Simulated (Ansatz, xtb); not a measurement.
## Two isomers of BH5O4Si

We compare I, `O[SiH2]OB(O)O`, a singlet, with II, `OBO[SiH](O)O`, a singlet. Both are isolated molecules in the gas phase, relaxed with PBE0-D4/def2-SVP; each stands in its lowest conformer found.

Task: Which of the two would you expect CCSD(T)/def2-SVP + ΔMP2/def2-TZVPP electronic energies to favour?

Result: Structure I; the calculation gives E(II) − E(I) = +0.073 eV.

Level by level:

```tsv
level	geometry	E(II) − E(I) (eV)	departure from the last row (eV)	job, with rough time for the two
PBE0-D4/def2-SVP	PBE0-D4/def2-SVP	+0.356	+0.283	optimisation, 71 s
HF/def2-SVP	PBE0-D4/def2-SVP	+0.393	+0.320	part of the CCSD(T) run
MP2/def2-SVP	PBE0-D4/def2-SVP	+0.352	+0.280	part of the CCSD(T) run
CCSD(T)/def2-SVP	PBE0-D4/def2-SVP	+0.376	+0.304	single point
CCSD(T)/def2-SVP + ΔMP2/def2-TZVPP	PBE0-D4/def2-SVP	+0.073		single point, 50 s
```

As drawn, II has 1 O–Si, 1 B–H in place of 1 B–O, 1 Si–H.

None of the levels shown reverses the order. The largest departure from CCSD(T)/def2-SVP + ΔMP2/def2-TZVPP is that of HF/def2-SVP, 0.320 eV. Levels run at GFN2-xTB geometries aren't shown. The last row adds to CCSD(T) the change of the MP2 difference between the two basis sets, here −0.304 eV, a large step that makes the value less sure.

With thermal terms from frequencies at re-optimised GFN2-xTB minima (ideal gas, soft modes damped towards free rotors, one conformer each, 298.15 K, 1 atm): the zero-point term adds +0.030 eV; ΔH is +0.108 and ΔG +0.098 eV.

The correlated steps freeze 10 core orbitals. Run with Ansatz 0.2.0, xtb 6.7.1; the last row on 2 threads of Arm Neoverse V1 on a shared host.
